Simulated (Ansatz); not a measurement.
Consider the silylene formation by 1,1-elimination: `CN(C)[Si](N)(N(C)C)N(C)C` → `CN(C)[Si]N(C)C` + `CN(C)N`.

Isolated molecules relaxed with PBE0-D4/def2-TZVP in Ansatz; ΔE leaves out vibrations. CBS: MP2 limit from def2 TZ/QZ plus the TZ coupled-cluster correction, frozen cores. This one scheme is used for every species. Functionals use def2-TZVPP. B3LYP here is the variant with VWN-RPA as its local correlation; programs differ in this. Each species was taken in one conformer, which may not be the lowest.

`CN(C)[Si](N)(N(C)C)N(C)C`:

```xyz
31

C    -0.761    1.790   -1.449
N    -1.251    1.002   -0.345
C    -2.280    1.686    0.398
Si   -0.315   -0.288    0.310
N    -1.361   -1.064    1.441
N     0.241   -1.182   -1.056
C    -0.594   -1.415   -2.208
C     1.301   -2.153   -0.950
N     1.104    0.092    1.209
C     1.085    0.395    2.619
C     2.282    0.610    0.558
H     0.041    1.268   -1.972
H    -1.559    1.996   -2.175
H    -0.369    2.763   -1.114
H    -3.167    1.862   -0.228
H    -2.584    1.101    1.265
H    -1.940    2.669    0.759
H    -2.289   -1.308    1.132
H    -0.977   -1.811    1.998
H    -1.426   -0.710   -2.230
H    -0.024   -1.301   -3.140
H    -1.014   -2.433   -2.208
H     1.878   -1.997   -0.039
H     1.988   -2.085   -1.806
H     0.912   -3.183   -0.931
H     1.174    1.476    2.807
H     0.155    0.055    3.074
H     1.923   -0.092    3.137
H     2.377    1.699    0.688
H     3.195    0.155    0.967
H     2.255    0.402   -0.513
```

`CN(C)[Si]N(C)C`:

```xyz
19

C     0.661   -2.681    0.549
N     0.388   -1.354    0.043
C    -0.257   -1.373   -1.247
Si    1.030   -0.024    0.944
N     0.111    1.342    0.414
C    -1.230    1.408   -0.115
C     0.672    2.650    0.672
H    -0.264   -3.225    0.778
H     1.228   -3.276   -0.178
H     1.246   -2.616    1.471
H    -1.297   -1.725   -1.192
H    -0.252   -0.382   -1.698
H     0.278   -2.051   -1.924
H    -1.256    1.784   -1.147
H    -1.703    0.427   -0.093
H    -1.841    2.087    0.493
H     0.833    3.212   -0.257
H     1.640    2.549    1.172
H     0.012    3.248    1.314
```

`CN(C)N`:

```xyz
12

C    -0.929   -0.638    0.777
N     0.166   -0.468   -0.147
C    -0.082    0.600   -1.087
N     1.358   -0.281    0.584
H    -1.842   -0.866    0.223
H    -1.115    0.266    1.386
H    -0.703   -1.464    1.450
H    -0.182    1.584   -0.589
H     0.740    0.661   -1.803
H    -1.003    0.404   -1.641
H     2.139   -0.494   -0.026
H     1.452    0.696    0.874
```

```json
{"level": "PBE-D4", "ΔE (kJ/mol)": "370.3", "difference from CCSD(T)/CBS": "-33.9"}
{"level": "r2SCAN-D4", "ΔE (kJ/mol)": "406.6", "difference from CCSD(T)/CBS": "2.4"}
{"level": "PBE0-D4", "ΔE (kJ/mol)": "399.5", "difference from CCSD(T)/CBS": "-4.7"}
{"level": "B3LYP-D4", "ΔE (kJ/mol)": "392.4", "difference from CCSD(T)/CBS": "-11.8"}
{"level": "ωB97X-V", "ΔE (kJ/mol)": "406.2", "difference from CCSD(T)/CBS": "2.0"}
{"level": "ωB97M-V", "ΔE (kJ/mol)": "401.3", "difference from CCSD(T)/CBS": "-2.9"}
{"level": "PBE", "ΔE (kJ/mol)": "344.0", "difference from CCSD(T)/CBS": "-60.2"}
{"level": "r2SCAN", "ΔE (kJ/mol)": "396.5", "difference from CCSD(T)/CBS": "-7.7"}
{"level": "B3LYP", "ΔE (kJ/mol)": "353.1", "difference from CCSD(T)/CBS": "-51.1"}
{"level": "HF/def2-TZVPP", "ΔE (kJ/mol)": "389.3", "difference from CCSD(T)/CBS": "-14.9"}
{"level": "MP2/def2-TZVPP", "ΔE (kJ/mol)": "422.3", "difference from CCSD(T)/CBS": "18.1"}
{"level": "CCSD/def2-TZVPP", "ΔE (kJ/mol)": "400.8", "difference from CCSD(T)/CBS": "-3.4"}
{"level": "CCSD(T)/def2-TZVPP", "ΔE (kJ/mol)": "399.8", "difference from CCSD(T)/CBS": "-4.4"}
{"level": "HF/def2-QZVPP", "ΔE (kJ/mol)": "389.5", "difference from CCSD(T)/CBS": "-14.7"}
{"level": "SCS-MP2/def2-QZVPP", "ΔE (kJ/mol)": "408.3", "difference from CCSD(T)/CBS": "4.1"}
{"level": "HF/CBS(def2)", "ΔE (kJ/mol)": "389.5", "difference from CCSD(T)/CBS": "-14.7"}
{"level": "CCSD(T)/CBS", "ΔE (kJ/mol)": "404.2", "difference from CCSD(T)/CBS": "0"}
```

Largest T1 diagnostic among the species: 0.013.

From PBE to PBE0 (25 % exact exchange), in def2-TZVPP and without D4, ΔE moves by +31.2 kJ/mol. The D4 term adds +39.3 kJ/mol with B3LYP and +24.3 kJ/mol with PBE0; it sums over pairs of atoms, weighted by their polarisabilities, and B3LYP, whose exchange is more repulsive, gets the larger term. In def2-TZVPP, CCSD(T) changes the Hartree–Fock value by +10.5 kJ/mol (the triples alone add −1.0 kJ/mol) and MP2 by +33.0 kJ/mol.
